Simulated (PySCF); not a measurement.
Computed IR spectrum (relative IR intensity) of a molecule C2H4F2Si2. The structure is a stationary point at PBE-D3(BJ)/def2-SVP. Other conformers were not sampled. Computed with PBE-D3(BJ)/def2-SVP (PySCF). Frequencies are harmonic and unscaled.

Lines under 2 % of the strongest are left out, and lines within 2 cm⁻¹ are merged.

ν (cm⁻¹): 319 (m), 351 (w), 476 (w), 635 (m), 688 (w), 709 (vw), 722 (w), 743 (vs), 786 (w), 822 (m), 863 (vs), 885 (s), 912 (m), 2082 (m), 2154 (m), 2168 (m), 2171 (s), 3387 (m) (against the strongest line: vs over 80 %, s over 45 %, m over 15 %, w over 4 %, vw less)

Q: Which molecule gave these data?
A) FC1=C(F)[SiH2][SiH2]1
B) FC1=C[SiH2][Si@H]1F
C) C#C[Si@H](F)[SiH2]F
D) F[SiH2]C#C[SiH2]F

A: C, C#C[Si@H](F)[SiH2]F
